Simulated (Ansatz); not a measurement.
Geometry optimisation, RKS B3LYP/def2-SVP (Ansatz).

input.yaml

```yaml
crystal:
  periodic: [false, false, false]
  atoms:
    - { symbol: Sn, position_ang: [-0.719286, 0.027835, 0.234414] }
    - { symbol: H, position_ang: [1.707278, -0.118701, 1.890627] }
    - { symbol: Cl, position_ang: [2.772906, 0.146751, 1.133573] }
    - { symbol: H, position_ang: [-0.942106, 1.248941, -1.065732] }
    - { symbol: Cl, position_ang: [-1.341892, -1.851626, -1.147581] }
basis:
  gaussian: { orbitals: def2-SVP }
hamiltonian:
  xc: b3lyp
relax:
  f_tol: 0.03
  max_steps: 50
output:
  orbitals: {}
```

Launched with:

```bash
$ ansatz run input.yaml --threads 1 --pin off --max-ram 2048MiB --backend cpu --events-out ev --progress --plain --runs-dir out
```

Question: Where does it end, and by what steps?

Answer: The forces met the threshold. The force dipped under the threshold on the way, but the program's further checks kept it going. After 36 steps the energy has fallen by 0.326 eV; Cl5 moved furthest, 1.43 Å.

```tsv
step	energy less start (eV)	largest force component (eV/Å)	accepted
0	0.0000	0.921	yes
2	-0.0217	0.672	yes
4	-0.0702	0.659	yes
6	-0.1381	0.377	yes
8	-0.1672	0.121	yes
10	-0.1719	0.063	yes
12	-0.1563	0.708	no
14	-0.1742	0.161	no
16	-0.1755	0.012	yes
18	-0.1750	0.220	no
20	-0.1770	0.048	yes
22	-0.1775	0.409	no
24	-0.1812	0.089	yes
26	-0.1877	0.497	yes
28	-0.2259	0.847	yes
30	-0.3043	0.474	yes
32	-0.3112	0.242	yes
34	-0.3215	0.236	yes
36	-0.3264	0.017	yes
```

```xyz
5
Properties=species:S:1:pos:R:3
Sn -1.072 0.468 0.327
H 1.449 -0.756 0.771
Cl 1.759 0.389 1.351
H -0.409 1.174 -1.184
Cl -0.250 -1.822 -0.220
```

Whether the end is a true minimum wasn't checked by a vibrational analysis.

Time of the run: 100 s on 1 thread of Arm Neoverse V1, with other jobs on the host, peak memory 0.15 GiB.
